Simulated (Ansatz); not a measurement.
This geometry of GaH₇NPSi (11 atoms, charge 0, multiplicity 1) is a first-order saddle point.

The calculation used Ansatz 0.2.0, RKS revPBE/def2-SVP.

```xyz
11
Properties=species:S:1:pos:R:3
Si -0.685 1.784 -0.075
P 1.060 0.645 0.894
N 0.368 -0.954 1.090
Ga 0.032 -2.016 -0.454
H -1.364 1.025 -1.192
H -1.718 2.090 0.975
H -0.141 3.073 -0.636
H 1.817 0.566 -0.354
H 0.820 -1.415 1.889
H -1.476 -2.289 -0.843
H 1.287 -2.509 -1.295
```

Q: Which two structures does it join? (They come from a converged band through this point; their orientation in space is the band's.)

A: No bond is made or broken. The dihedral P2–N3–Ga4–H10 goes from -4 to 174°. The two ends are copies of one structure, up to a mirror image or an exchange of like atoms.

Image 0:

```xyz
11
Properties=species:S:1:pos:R:3
Si -1.073 1.667 0.290
P 1.136 1.003 0.316
N 0.962 -0.730 0.571
Ga 0.484 -2.134 -0.554
H -1.931 0.762 -0.562
H -1.594 1.614 1.703
H -1.189 3.085 -0.213
H 1.247 1.016 -1.124
H 1.293 -0.982 1.509
H 0.066 -1.729 -2.017
H 0.599 -3.572 0.082
```

Image 8:

```xyz
11
Properties=species:S:1:pos:R:3
Si -1.074 1.667 0.285
P 1.136 1.004 0.311
N 0.962 -0.728 0.573
Ga 0.483 -2.135 -0.548
H -1.931 0.764 -0.569
H -1.593 1.610 1.698
H -1.189 3.087 -0.215
H 1.247 1.012 -1.128
H 1.294 -0.978 1.512
H 0.598 -3.571 0.092
H 0.066 -1.733 -2.012
```

Q: How far does it lie above each of them?

A: 46.2 kJ/mol above the first and 46.2 kJ/mol above the second. This is the barrier of this one path; another mechanism may lie lower.

Run time: 3.5 min on 2 threads of Arm Neoverse V1, with other jobs on the host, peak memory 0.17 GiB.
